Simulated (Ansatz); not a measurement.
`[SnH3]` radical. Charge 0, multiplicity 2. Sn takes the def2 core potential.

Bond lengths: Sn1–H2 1.715 Å, Sn1–H3 1.715 Å, Sn1–H4 1.715 Å. Angles: H2–Sn1–H3 109.6°, H2–Sn1–H4 109.6°, H3–Sn1–H4 109.6°.

Problem. What are the harmonic wavenumbers in cm⁻¹ at PBE0-D4/def2-TZVP (Ansatz, finite differences of forces, unscaled)? (Best estimate.)

Solution. Computed: 637, 700, 700, 1874, 1911, 1911.

Problem. Is this a minimum?

Solution. Yes, all 6 modes are real.

Problem. Give the ideal-gas thermochemistry at 298.15 K and 1 bar (rigid rotor, harmonic oscillator; point group C3v, symmetry number 3).

Solution. Zero-point energy 46.3 kJ/mol; H(298) − E = 57.1 kJ/mol; entropy 239.9 J/(mol·K), of which translation 168.7, rotation 61.2, vibration 4.2, electronic 5.8; G(298) − E = -14.4 kJ/mol.

Problem. And at 400, 500, 600, 800 and 1000 K?

Solution. 
| T (K) | H − E (kJ/mol) | S (J/mol/K) | G − E (kJ/mol) |
| --- | --- | --- | --- |
| 400 | 62.0 | 253.8 | -39.6 |
| 500 | 67.2 | 265.5 | -65.5 |
| 600 | 72.9 | 275.8 | -92.6 |
| 800 | 85.4 | 293.8 | -149.6 |
| 1000 | 99.0 | 308.9 | -209.9 |

Problem. Rotational constants (cm⁻¹)?

Solution. 3.435, 3.435, 2.128.
